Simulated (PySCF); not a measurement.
**Ca (calcium, neutral) across methods**

[Ar] 4s2, closed-shell 1S. Calculation: PySCF 2.14, in x2c-TZVPPall with one added diffuse shell each of s, p, d type (7s6p4d, 45 functions); the spin-free X2C one-electron Hamiltonian (Gaussian nucleus).

```csv
method,E (hartree),mean ε 3s (eV),mean ε 3p (eV),mean ε 4s (eV),Σ⟨r²⟩ (bohr²),⟨S²⟩
r2SCAN,-680.393,-48.887,-28.924,-3.831,53.77,0.000
BHandHLYP,-680.455,-54.575,-32.495,-4.746,53.28,0.000
LDA,-678.576,-46.857,-28.002,-3.861,52.08,0.000
r2SCAN0,-680.394,-52.146,-30.966,-4.360,53.71,0.000
UHF,-679.62022,-61.541,-36.434,-5.342,56.24,0.000
PBE0,-680.266,-50.976,-30.374,-4.329,53.14,0.000
M06-2X,-680.469,-53.842,-32.342,-4.963,52.26,0.000
wB97M-V,-680.403,-53.506,-32.770,-5.816,52.83,0.000
```

Estimate the same row for PBE.

E (hartree) = -680.224; mean ε 3s (eV) = -47.085; mean ε 3p (eV) = -28.009; mean ε 4s (eV) = -3.763; Σ⟨r²⟩ (bohr²) = 52.83; ⟨S²⟩ = 0.000.
